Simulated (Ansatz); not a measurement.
`O=[Se]=O`, relaxed with RKS PBE0-D4/def2-TZVP in Ansatz from a PBE-D4/def2-SVP geometry. The force threshold is 0.005 eV/Å; the program also tests the step.

The species carries charge 0 and has multiplicity 1.

Start:

```xyz
3

O     1.146    0.144   -0.812
Se   -0.124   -0.566   -0.066
O    -1.022    0.422    0.878
```

```csv
step,energy (eV),largest force (eV/Å),largest move (Å)
1,-69431.4110,1.628,0.000
2,-69431.4693,0.647,0.027
3,-69431.4792,0.045,0.016
4,-69431.4792,0.001,0.001
```

End:

```xyz
3

O     1.113    0.148   -0.787
Se   -0.123   -0.565   -0.065
O    -0.989    0.417    0.852
```

Run time 3.9 s (4 threads of an Arm Neoverse V1 on a shared host); peak host memory 0.18 GiB.
